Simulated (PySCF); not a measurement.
Isomers of C6H13BO2 and their computed core-level spectra.

Computed with PySCF 2.14.0, delta-SCF UKS SCAN, pcX-2 on the ionised atom, pcseg-1 elsewhere, spin-free X2C. Geometries: PBE0-D3(BJ)/def2-SVP; isolated species, one conformer each.

Line lists (1s up to Mg, 2p3/2 beyond; areas count atoms within a level, one atom standing for each set equivalent by bonding):
1. B 1s: 196.23 eV; C 1s: 289.36 (area 1), 290.07 (area 1), 290.50 (area 1), 290.58 (area 1), 291.96 (area 2) eV; O 1s: 537.95 eV
2. B 1s: 196.53 eV; C 1s: 289.59 (area 1), 289.73 (area 1), 289.96 (area 1), 290.42 (area 1), 292.05 (area 2) eV; O 1s: 538.16 eV
3. B 1s: 196.42 eV; C 1s: 289.89 (area 1), 290.07 (area 3), 292.44 (area 2) eV; O 1s: 538.44 eV
4. B 1s: 196.66 eV; C 1s: 289.49 (area 1), 290.03 (area 1), 290.30 (area 1), 290.70 (area 1), 291.88 (area 1), 292.47 (area 1) eV; O 1s: 538.07 (area 1), 538.39 (area 1) eV

Structures:
A. `CC(C)(C)B1OCCO1`
B. `CC/C=C/B(OC)OC`
C. `C=C(C)COB(C)OC`
D. `C/C=C\CB(OC)OC`

Question: Match each list to its structure.

Answer: 
- 1 = B: another candidate has the same counts of sites, so positions decide. B 1s: 196.23 three-coordinate boron; C 1s: 289.36 alkene CH carbon, 290.07 alkene CH carbon, 290.50 methyl carbon, 290.58 allylic carbon, 291.96 methoxy carbon (×2); O 1s: 537.95 boron-bound oxygen (×2).
- 2 = D: another candidate has the same counts of sites, so positions decide. B 1s: 196.53 three-coordinate boron; C 1s: 289.59 alkene CH carbon, 289.73 alkene CH carbon, 289.96 sp3 carbon bound to boron, 290.42 allylic carbon, 292.05 methoxy carbon (×2); O 1s: 538.16 boron-bound oxygen (×2).
- 3 = A: no other candidate has these counts of sites. B 1s: 196.42 three-coordinate boron; C 1s: 289.89 sp3 carbon bound to boron, 290.07 methyl carbon (×3), 292.44 sp3 carbon bound to oxygen (×2); O 1s: 538.44 boron-bound oxygen (×2).
- 4 = C: no other candidate has these counts of sites. B 1s: 196.66 three-coordinate boron; C 1s: 289.49 terminal =CH2 carbon, 290.03 sp3 carbon bound to boron, 290.30 fully substituted alkene carbon, 290.70 allylic carbon, 291.88 sp3 carbon bound to oxygen, 292.47 methoxy carbon; O 1s: 538.07 boron-bound oxygen, 538.39 boron-bound oxygen.
